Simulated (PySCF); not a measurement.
# Electron correlation in S (sulfur, neutral)

[Ne] 3s2 3p3 3d1, high-spin 5D determinant (an excited configuration). All numbers are calculated (PySCF 2.14, the non-relativistic Hamiltonian (point nucleus), in aug-cc-pV(T+d)Z with one added diffuse shell each of s, p, d, f type (7s6p5d3f, 71 functions)). Frozen: [Ne]; 6 electrons correlated.

```tsv
level	correlation energy (mhartree)
CCSD	-117.51
(T)	-4.10
CCSD(T)	-121.61
```

Diagnostics: T1 = 0.013, D1 = 0.0441, largest double amplitude 0.046.

The outer electron is Rydberg-like, and this basis confines it to a smaller radius and binds it less than a complete one would.

Cost of the coupled-cluster step: about 13 core-seconds, for 6 correlated electrons.

Iterations:

```
CC2 = 0
CCSD nocc = (np.int64(5), np.int64(1)), nmo = (66, 66)
frozen orbitals [[0, 1, 2, 3, 4], [0, 1, 2, 3, 4]]
max_cycle = 100
direct = 0
conv_tol = 1e-08
conv_tol_normt = 1e-06
diis_space = 8
diis_start_cycle = 0
Init t2, MP2 energy = -0.0978535520675551
Init E_corr(UCCSD) = -0.0978535520677908
cycle = 1  E_corr(UCCSD) = -0.113095930664356  dE = -0.0152423786  norm(t1,t2) = 0.0446795
cycle = 2  E_corr(UCCSD) = -0.116184729731253  dE = -0.00308879907  norm(t1,t2) = 0.015374
cycle = 3  E_corr(UCCSD) = -0.117652137266818  dE = -0.00146740754  norm(t1,t2) = 0.00746818
cycle = 4  E_corr(UCCSD) = -0.117518945911347  dE = 0.000133191355  norm(t1,t2) = 0.00229942
cycle = 5  E_corr(UCCSD) = -0.117509753767821  dE = 9.19214353e-06  norm(t1,t2) = 0.000564712
cycle = 6  E_corr(UCCSD) = -0.117507093209351  dE = 2.66055847e-06  norm(t1,t2) = 8.12621e-05
cycle = 7  E_corr(UCCSD) = -0.117507596175112  dE = -5.02965761e-07  norm(t1,t2) = 1.84823e-05
cycle = 8  E_corr(UCCSD) = -0.117507443725107  dE = 1.52450005e-07  norm(t1,t2) = 4.29605e-06
cycle = 9  E_corr(UCCSD) = -0.117507414014703  dE = 2.97104046e-08  norm(t1,t2) = 9.55219e-07
cycle = 10  E_corr(UCCSD) = -0.117507425385087  dE = -1.13703842e-08  norm(t1,t2) = 2.31189e-07
cycle = 11  E_corr(UCCSD) = -0.117507424781185  dE = 6.03901984e-10  norm(t1,t2) = 7.467e-08
UCCSD converged
E(UCCSD) = -397.3455043265145  E_corr = -0.1175074247811847
UCCSD(T) correction = -0.00409759809588786
```
